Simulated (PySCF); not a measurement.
# Excitation energy of Ag by level of theory

Ag [Kr] 4d10 5s1 (2S) → Ag [Kr] 4d10 5p1 (2P), as a difference of total energies. All numbers are calculated (PySCF 2.14, scalar relativity through the core potential, in def2-TZVPPD with the def2 core potential (28 electrons) (6s4p3d2f1g, 56 functions)). Correlated levels: valence: 4s2 4p6 frozen; valence and next inner shell: nothing frozen outside the core potential. The calculations carry no spin-orbit coupling.

| method | excitation energy (eV) | error (eV) |
| --- | --- | --- |
| UHF | 3.151 | -0.589 |
| LDA | 4.068 | +0.328 |
| PBE | 3.854 | +0.114 |
| PBE0 | 3.719 | -0.021 |
| r2SCAN | 3.828 | +0.088 |
| BLYP | 3.914 | +0.174 |
| MN15 | 3.887 | +0.147 |
| r2SCANh | 3.789 | +0.049 |
| revPBE | 3.787 | +0.047 |
| MP2 (valence) | 3.739 | -0.001 |
| SCS-MP2 (valence) | 3.664 | -0.076 |
| MP2 (valence and next inner shell) | 3.834 | +0.094 |
| SCS-MP2 (valence and next inner shell) | 3.732 | -0.008 |

Reference: 3.740 eV (measured; NIST levels, between the centres of gravity of the two terms).

Errors of the correlated levels include the incompleteness of this basis and the frozen core.
